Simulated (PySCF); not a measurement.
These are PBE-D3(BJ)/def2-TZVP // B3LYP-D3(BJ)/def2-TZVP run with PySCF 2.14.0 values and carry that method's errors. All species are isolated molecules in the gas phase. One relaxed conformer stands for a flexible species; it need not be the lowest. 

Reference species (SMILES): `C=CC[SiH]=C` (C–C–C–Si torsion -104°, C–C–Si–C torsion -114°) (neutral, multiplicity 1).

LUMO: -1.82 eV
HOMO: -5.36 eV
HOMO–LUMO gap: 3.54 eV

After one change: the LUMO rises by 0.56 eV; the HOMO goes up by 0.74 eV; the HOMO–LUMO gap decreases by 0.18 eV.

Task: Name the change that produced these shifts. The new species is one of these.
(A) `CC1=C[Si@@H]1C`
(B) `C=C=CC[SiH3]`
(C) `C#CC[SiH2]C`
(D) `C=C=[Si](C)C`

Result: D, `C=C=[Si](C)C`
